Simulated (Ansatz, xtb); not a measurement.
Species: YH, net charge 0, singlet state. SMILES: [YH]
Geometry from a B3LYP-D3(BJ)/def2-TZVP (Ansatz, a first-principles code) optimisation:
```
Y
H 1 1.9182
```

Harmonic wavenumbers from GFN2-xTB (xtb, at its own minimum), cm⁻¹: 854.

**Question.** Give the harmonic wavenumbers at B3LYP-D3(BJ)/def2-TZVP (Ansatz, finite differences of forces, unscaled).

**Answer.** 1533 cm⁻¹. Zero-point energy 2.2 kcal/mol.

**Question.** From these and the geometry, give the ideal-gas thermochemistry at 298.15 K and 1 atm (rigid rotor, harmonic oscillator).

**Answer.** Point group C∞v, rotational symmetry number 1. Rotational constants 137.8, 137.8 GHz. S(trans) 39.40, S(rot) 9.56, S(vib) 0.01, S(elec, spin only) 0.00, S 49.0 cal/(mol K). H(298) - H(0) 2.08 kcal/mol; G - E(el) -10.3 kcal/mol.
